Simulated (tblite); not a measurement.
H₁₄NPSi₅.
Numbering: `[SiH3:1][SiH2:2][PH:3][SiH2:4][N:5]([SiH3:6])[SiH3:7]` (hydrogens: H8, H9, H10 on Si1; H11, H12 on Si2; H13 on P3; H14, H15 on Si4; H16, H17, H18 on Si6; H19, H20, H21 on Si7)

Structure optimised with GFN2-xTB, isolated species.

(1) What internal coordinates does the optimisation give?

Answers

(1) 
```csv
bond,length (bohr),order
Si1–Si2,4.390,single
Si2–P3,4.215,single
P3–Si4,4.190,single
Si4–N5,3.271,single
"N5–Si6, N5–Si7",3.301,single
"Si1–H8, Si1–H9, Si1–H10",2.772,single
"Si2–H11, Si2–H12",2.780,single
P3–H13,2.604,single
"Si4–H14, Si4–H15",2.778,single
Si6–H16 and 5 like bonds,2.763,single
```

Bonds in one row agree within 0.02 bohr and their mean is given. Orders are formal, as drawn. A selection of angles:
```csv
angle,degrees
Si2–Si1–H8,113.3
Si2–Si1–H10,111.7
H8–Si1–H9,106.1
Si1–Si2–P3,115.0
Si1–Si2–H11,112.9
P3–Si2–H11,104.2
P3–Si2–H12,105.2
H11–Si2–H12,105.8
Si2–P3–Si4,98.9
Si2–P3–H13,95.4
Si4–P3–H13,96.1
P3–Si4–N5,110.6
P3–Si4–H14,106.1
P3–Si4–H15,113.0
N5–Si4–H14,110.3
N5–Si4–H15,108.3
H14–Si4–H15,108.6
Si4–N5–Si6,121.0
Si4–N5–Si7,115.7
Si6–N5–Si7,123.3
N5–Si6–H16,109.7
N5–Si6–H17,108.1
N5–Si6–H18,106.1
H16–Si6–H17,111.5
H17–Si6–H18,110.3
```

Torsions: Si1–Si2–P3–Si4 65° (synclinal); Si2–P3–Si4–N5 -166° (antiperiplanar); P3–Si4–N5–Si6 10° (synperiplanar). The mirror-image conformer, all signs reversed, is as good.

N5 (nitrogen bridging silicon atoms) is planar (angles 123.3°, 121.0° and 115.7°, sum 359.9°, 0.03 Å off the plane of its three neighbours). Si4 (SiH2 silicon) is tetrahedral (angles from 106.1° to 113.0°). Of the pairs four or more bonds apart, Si6···H13 is among the closest relative to their van der Waals radii: 3.30 Å, 100 % of the sum of Bondi's values. Si1 (SiH3 silicon) is distorted tetrahedral (angles from 106.1° to 113.3°). P3 (three-coordinate phosphorus) is pyramidal (angles 98.9°, 96.1° and 95.4°, sum 290.4°, 0.92 Å off the plane of its three neighbours). Si6 (SiH3 silicon) is tetrahedral (angles from 106.1° to 111.5°). Si2 (SiH2 silicon) is distorted tetrahedral (angles from 104.2° to 115.0°).

Point group: C1 (no symmetry element, even within 0.4 Å). GFN2-xTB frequencies show an imaginary mode (24i cm⁻¹), so the point is no minimum at that level. 3 starts were optimised and ended at 0.00, 0.58 and 0.70 kcal/mol (GFN2-xTB); the lowest of these is shown.

All values are computed, not measured.
